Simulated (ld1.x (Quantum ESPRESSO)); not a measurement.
# Scattering properties, TM semilocal potential for Zn (Z = 30)

Zn, norm-conserving Troullier–Martins (semilocal form), made with ld1.x (Quantum ESPRESSO) 7.5 (Wu–Cohen, scalar-relativistic). Core [Ne] 3s2, reference 3p6 3d10 4s2 4p0. Waves: 4s (bound): rc 1.85 bohr; 3p (bound): rc 0.65 bohr; 3d (bound): rc 0.85 bohr. Local part: the d channel. Core correction: a·sin(br)/r model core, default radius (core density twice the valence density).

The phase is arctan(r·u′/u) with u = r·R(r), unwrapped; energies in Ry, scanned from -8 to 5 Ry. A pole is an energy at which the radial function vanishes at the test radius. The pseudo phase is shifted by a multiple of π to meet the all-electron one at the reference energy, and phase errors are pseudo minus all-electron; the curves can meet again beyond the range given. Levels narrower than the energy grid can be missing from the lists of poles.

| channel | radius (bohr) | reference energy (Ry) | poles, all-electron | poles, pseudo | unbroken range about the reference energy with phases within 0.05 rad | phase error 1 Ry above the reference energy (rad) |
| --- | --- | --- | --- | --- | --- | --- |
| s | 2.00 | -0.44 | 3.48 | 3.15 | below 4.6 | -0.007 |
| p | 2.00 | -6.12 | -6.08, 4.95 | -6.08, 4.92 | the whole range | -0.000 |
| d | 2.00 | -0.75 | -0.51 | -0.51 | the whole range | +0.001 |

Phases in the p channel:

```csv
E (Ry),all-electron,pseudo
-8.00,1.380,1.380
-7.52,1.371,1.371
-7.04,1.358,1.358
-6.56,1.329,1.329
-6.08,-1.583,-1.583
-5.60,-1.762,-1.762
-5.12,-1.786,-1.786
-4.64,-1.803,-1.803
-4.16,-1.820,-1.820
-3.68,-1.839,-1.839
-3.20,-1.861,-1.861
-2.72,-1.887,-1.888
-2.24,-1.921,-1.921
-1.76,-1.966,-1.966
-1.28,-2.027,-2.028
-0.80,-2.119,-2.119
-0.32,-2.267,-2.268
0.16,-2.530,-2.534
0.64,-3.012,-3.019
1.12,-3.638,-3.646
1.60,-4.077,-4.082
2.08,-4.315,-4.318
2.56,-4.452,-4.454
3.04,-4.539,-4.541
3.52,-4.599,-4.601
4.00,-4.645,-4.647
4.48,-4.682,-4.684
4.96,-4.713,-4.715
```
